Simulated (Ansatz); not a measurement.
Geometry optimisation of SiEt(NCO)3 (C5H5N3O3Si).

```yaml
crystal:
  periodic: [false, false, false]
  atoms:
    - {symbol: Si, position_ang: [-0.218570, -0.366140, -0.582320]}
    - {symbol: C, position_ang: [-0.164570, -0.349650, 1.313800]}
    - {symbol: C, position_ang: [0.575830, 0.861990, 1.880250]}
    - {symbol: H, position_ang: [0.317090, -1.259690, 1.675480]}
    - {symbol: H, position_ang: [-1.181270, -0.360570, 1.710490]}
    - {symbol: H, position_ang: [0.576320, 0.833560, 2.967880]}
    - {symbol: H, position_ang: [1.608790, 0.877080, 1.539090]}
    - {symbol: H, position_ang: [0.100430, 1.787950, 1.563740]}
    - {symbol: N, position_ang: [1.346790, -0.422650, -1.286810]}
    - {symbol: C, position_ang: [2.490270, -0.108600, -1.379970]}
    - {symbol: O, position_ang: [3.606230, 0.137550, -1.532600]}
    - {symbol: N, position_ang: [-1.038620, 1.001940, -1.220950]}
    - {symbol: C, position_ang: [-1.318480, 2.155920, -1.284920]}
    - {symbol: O, position_ang: [-1.644050, 3.255450, -1.403590]}
    - {symbol: N, position_ang: [-1.019990, -1.713610, -1.266560]}
    - {symbol: C, position_ang: [-1.697010, -2.689380, -1.294680]}
    - {symbol: O, position_ang: [-2.339170, -3.641180, -1.398330]}
basis:
  gaussian: {orbitals: def2-SVP}
hamiltonian: {xc: r2scan, dispersion: d4}
scf: {lower_state_search: "off"}
output: {orbitals: {seedname: orbitals}}
relax: {f_tol: 0.03, max_steps: 70}
```

```sh
$ ansatz run in.yaml --threads 4 --pin off --events-out ev --progress --plain --max-ram 6963MiB
```

Shortened log:

```
Functional definition: r2SCAN
mean field -23735.61404932 eV, -872.2677277356 hartree, gradient 3.7e-6 eV, S^2 0.000000; 0 other end points of the search recorded, 0 dependent functions left out
relax step   1: F+E_penalty+E_count = -23735.76211004 eV  Δ(F+E_penalty+E_count) = +0.000e0 eV  max|allowed force component| = 1.972e0 eV/Å  Δτ_max = 0.0000 Å  (23 SCF iters, accepted)
mean field -23735.78769281 eV, -872.2741090162 hartree, gradient 3.0e-6 eV, S^2 0.000000; 0 other end points of the search recorded, 0 dependent functions left out
relax step   2: F+E_penalty+E_count = -23735.93548365 eV  Δ(F+E_penalty+E_count) = -1.734e-1 eV  max|allowed force component| = 3.429e-1 eV/Å  Δτ_max = 0.0950 Å  (22 SCF iters, accepted)
mean field -23735.79573676 eV, -872.2744046257 hartree, gradient 2.2e-6 eV, S^2 0.000000; 0 other end points of the search recorded, 0 dependent functions left out
relax step   3: F+E_penalty+E_count = -23735.94359187 eV  Δ(F+E_penalty+E_count) = -8.108e-3 eV  max|allowed force component| = 2.169e-1 eV/Å  Δτ_max = 0.0289 Å  (23 SCF iters, accepted)
mean field -23735.80610731 eV, -872.2747857364 hartree, gradient 1.6e-6 eV, S^2 0.000000; 0 other end points of the search recorded, 0 dependent functions left out
relax step   4: F+E_penalty+E_count = -23735.95377322 eV  Δ(F+E_penalty+E_count) = -1.018e-2 eV  max|allowed force component| = 4.127e-1 eV/Å  Δτ_max = 0.0654 Å  (22 SCF iters, accepted)
mean field -23735.81958875 eV, -872.2752811704 hartree, gradient 1.4e-6 eV, S^2 0.000000; 0 other end points of the search recorded, 0 dependent functions left out
relax step   5: F+E_penalty+E_count = -23735.96665841 eV  Δ(F+E_penalty+E_count) = -1.289e-2 eV  max|allowed force component| = 3.128e-1 eV/Å  Δτ_max = 0.0816 Å  (21 SCF iters, accepted)
mean field -23735.83788292 eV, -872.2759534684 hartree, gradient 1.9e-6 eV, S^2 0.000000; 0 other end points of the search recorded, 0 dependent functions left out
relax step   6: F+E_penalty+E_count = -23735.98399067 eV  Δ(F+E_penalty+E_count) = -1.733e-2 eV  max|allowed force component| = 6.384e-2 eV/Å  Δτ_max = 0.1998 Å  (27 SCF iters, accepted)
mean field -23735.82917248 eV, -872.2756333656 hartree, gradient 2.2e-6 eV, S^2 0.000000; 0 other end points of the search recorded, 0 dependent functions left out
relax step   7: F+E_penalty+E_count = -23735.97438261 eV  Δ(F+E_penalty+E_count) = +9.608e-3 eV  max|allowed force component| = 9.504e-1 eV/Å  Δτ_max = 0.1951 Å  (28 SCF iters, rejected (line search))
mean field -23735.84283021 eV, -872.2761352783 hartree, gradient 2.8e-6 eV, S^2 0.000000; 0 other end points of the search recorded, 0 dependent functions left out
relax step   8: F+E_penalty+E_count = -23735.98868676 eV  Δ(F+E_penalty+E_count) = -4.696e-3 eV  max|allowed force component| = 4.620e-2 eV/Å  Δτ_max = 0.0662 Å  (20 SCF iters, accepted)
mean field -23735.84633836 eV, -872.2762642001 hartree, gradient 2.6e-6 eV, S^2 0.000000; 0 other end points of the search recorded, 0 dependent functions left out
relax step   9: F+E_penalty+E_count = -23735.99172158 eV  Δ(F+E_penalty+E_count) = -3.035e-3 eV  max|allowed force component| = 3.089e-1 eV/Å  Δτ_max = 0.0979 Å  (20 SCF iters, accepted)
mean field -23735.84815787 eV, -872.2763310662 hartree, gradient 1.8e-6 eV, S^2 0.000000; 0 other end points of the search recorded, 0 dependent functions left out
relax step  10: F+E_penalty+E_count = -23735.99341889 eV  Δ(F+E_penalty+E_count) = -1.697e-3 eV  max|allowed force component| = 2.288e-1 eV/Å  Δτ_max = 0.0325 Å  (22 SCF iters, accepted)
mean field -23735.85310840 eV, -872.2765129947 hartree, gradient 3.2e-6 eV, S^2 0.000000; 0 other end points of the search recorded, 0 dependent functions left out
relax step  11: F+E_penalty+E_count = -23735.99820006 eV  Δ(F+E_penalty+E_count) = -4.781e-3 eV  max|allowed force component| = 4.290e-2 eV/Å  Δτ_max = 0.0721 Å  (20 SCF iters, accepted)
mean field -23735.85491312 eV, -872.2765793169 hartree, gradient 2.2e-6 eV, S^2 0.000000; 0 other end points of the search recorded, 0 dependent functions left out
relax step  12: F+E_penalty+E_count = -23735.99973989 eV  Δ(F+E_penalty+E_count) = -1.540e-3 eV  max|allowed force component| = 1.555e-1 eV/Å  Δτ_max = 0.0916 Å  (20 SCF iters, accepted)
mean field -23735.85548555 eV, -872.2766003533 hartree, gradient 2.0e-6 eV, S^2 0.000000; 0 other end points of the search recorded, 0 dependent functions left out
relax step  13: F+E_penalty+E_count = -23736.00029951 eV  Δ(F+E_penalty+E_count) = -5.596e-4 eV  max|allowed force component| = 1.250e-1 eV/Å  Δτ_max = 0.0206 Å  (22 SCF iters, accepted)
mean field -23735.85620302 eV, -872.2766267197 hartree, gradient 2.4e-6 eV, S^2 0.000000; 0 other end points of the search recorded, 0 dependent functions left out
relax step  14: F+E_penalty+E_count = -23736.00100296 eV  Δ(F+E_penalty+E_count) = -7.034e-4 eV  max|allowed force component| = 5.236e-2 eV/Å  Δτ_max = 0.0369 Å  (21 SCF iters, accepted)
mean field -23735.85642618 eV, -872.2766349207 hartree, gradient 2.1e-6 eV, S^2 0.000000; 0 other end points of the search recorded, 0 dependent functions left out
relax step  15: F+E_penalty+E_count = -23736.00122390 eV  Δ(F+E_penalty+E_count) = -2.209e-4 eV  max|allowed force component| = 2.615e-2 eV/Å  Δτ_max = 0.0310 Å  (21 SCF iters, accepted)
Total energy: -23736.00123409 eV, -872.2819565133 hartree
Atom 0 at    -0.186662    -0.290639    -0.400388 Å, force    -0.007386    -0.002090     0.001001 eV/Å
Atom 1 at    -0.141783    -0.302293     1.450967 Å, force    -0.005544     0.002704    -0.000623 eV/Å
Atom 2 at     0.599107     0.889950     2.065035 Å, force     0.008456    -0.002494     0.001497 eV/Å
Atom 3 at     0.318539    -1.257377     1.763486 Å, force     0.003120     0.002212     0.002515 eV/Å
Atom 4 at    -1.187425    -0.342262     1.807035 Å, force    -0.001431    -0.001561    -0.004333 eV/Å
Atom 5 at     0.599686     0.838107     3.164746 Å, force     0.001177    -0.000306    -0.003289 eV/Å
Atom 6 at     1.649488     0.923492     1.734331 Å, force     0.001194     0.002444     0.004214 eV/Å
Atom 7 at     0.131889     1.845863     1.779115 Å, force    -0.002582    -0.003384    -0.001273 eV/Å
Atom 8 at     1.401202    -0.316116    -1.042694 Å, force     0.026049     0.006559    -0.006654 eV/Å
Atom 9 at     2.488262    -0.285052    -1.555762 Å, force     0.001374    -0.005041    -0.006243 eV/Å
Atom 10 at     3.552378    -0.260759    -2.044503 Å, force    -0.026149     0.000519     0.014478 eV/Å
Atom 11 at    -0.966563     1.122082    -0.975424 Å, force    -0.004691     0.020915    -0.003978 eV/Å
Atom 12 at    -1.468642     2.108981    -1.444089 Å, force    -0.004140    -0.000627    -0.008313 eV/Å
Atom 13 at    -1.963952     3.072364    -1.889380 Å, force     0.010386    -0.017983     0.011962 eV/Å
Atom 14 at    -1.030520    -1.651868    -1.001035 Å, force    -0.002288    -0.005337    -0.002090 eV/Å
Atom 15 at    -1.612831    -2.588913    -1.478545 Å, force     0.000481     0.000084    -0.001813 eV/Å
Atom 16 at    -2.182152    -3.505590    -1.932895 Å, force     0.001974     0.003386     0.002940 eV/Å
Dipole moment:     0.014109    -0.005339     0.584559 e Å
Checks for a lower state left out: stability, starts, cluster_reference, orbital_swaps, neighbouring_geometries, increment
```

Run time 60 s (4 threads of Arm Neoverse V2 on a shared host).
